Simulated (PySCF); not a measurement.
Computed Raman spectrum (relative Raman activity) of a molecule CH5ClFNSi. Coordinates come from a PBE0-D3(BJ)/def2-SVP optimisation. One conformer was computed; it need not be the lowest. These are PBE0-D3(BJ)/def2-SVP run with PySCF values and carry that method's errors. Frequencies are harmonic and unscaled.

Lines under 2 % of the strongest are left out, and lines within 2 cm⁻¹ are merged.

ν (cm⁻¹): 298 (w), 563 (w), 673 (w), 735 (vw), 823 (w), 843 (w), 1110 (vw), 1269 (vw), 1363 (w), 1414 (w), 1638 (w), 2274 (vs), 3061 (vs), 3119 (s), 3541 (s), 3630 (m) (against the strongest line: vs over 80 %, s over 45 %, m over 15 %, w over 4 %, vw less)

Identify the compound among the candidates.
A) NC[Si@H](F)Cl
B) C[Si@@](N)(F)Cl
C) CN[Si@H](F)Cl
D) N[Si@@H](Cl)CF

A, NC[Si@H](F)Cl
